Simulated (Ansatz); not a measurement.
Program: Ansatz. Geometries: PBE0-D4/def2-TZVP. ΔE: electronic, gas phase. CBS: MP2 limit from def2 TZ/QZ plus the TZ coupled-cluster correction, frozen cores. Functionals use def2-TZVPP. For Br outer-core shells are correlated without core-valence functions, which leaves a few kJ/mol of doubt a bond. Scalar relativity is left out up to krypton.

Reaction (isomerisation): `C[SiH](Br)Br` → `[SiH3]C(Br)Br`

| level | ΔE (kJ/mol) |
| --- | --- |
| PBE0-D4 | 332.2 |
| MP2/def2-TZVPP | 327.8 |
| SCS-MP2/def2-TZVPP | 319.6 |
| CCSD/def2-TZVPP | 323.9 |
| CCSD(T)/def2-TZVPP | 318.9 |
| SCS-MP2/def2-QZVPP | 325.2 |
| MP2/CBS(def2) | 337.4 |
| CCSD/CBS(def2) | 333.5 |

Problem. What does CCSD(T)/CBS give? (Best estimate.)

Solution. Computed: +328.5 kJ/mol. The listed levels differ from it by 3.7, -0.7, -8.9, -4.6, -9.6, -3.3, 8.9, 5.0 kJ/mol.

Largest T1 diagnostic among the species: 0.009.

From PBE to PBE0 (25 % exact exchange), in def2-TZVPP and without D4, ΔE moves by +13.8 kJ/mol. In def2-TZVPP, CCSD(T) changes the Hartree–Fock value by −27.0 kJ/mol (the triples alone add −5.0 kJ/mol) and MP2 by −18.1 kJ/mol.
